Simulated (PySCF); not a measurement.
IrO3, SMILES [Ir](=[O])(=[O])=[O] (connectivity only; charge and spin as stated), neutral, multiplicity 2. Geometry optimised at PBE-D3(BJ)/def2-TZVP. The multiplicity is an assumed one; other spin states were not compared. The def2 effective core potentials stand for the cores of Ir; spin–orbit coupling is left out.

Method: PBE-D3(BJ)/def2-TZVP (PySCF).

Harmonic wavenumbers (cm⁻¹): 148, 199, 278, 869, 910, 962. Rotational constants (GHz): 7.858, 6.446, 3.541; symmetry number 2.

Task: Work out the zero-point energy and the ideal-gas rigid-rotor harmonic-oscillator thermochemistry at 298.15 K and 1 atm.

Result: ZPE = ½ Σ hcν = ½ × 3366 cm⁻¹ = 20.13 kJ/mol. H − E(el) = 34.81 kJ/mol. Entropy in J/(mol K): translation 177.11, rotation 98.83, vibration 28.39, spin 5.76, total 310.09. G − E(el) = -57.65 kJ/mol. Cp = 62.18 J/(mol K). Modes under 150 cm⁻¹ make the vibrational entropy uncertain.
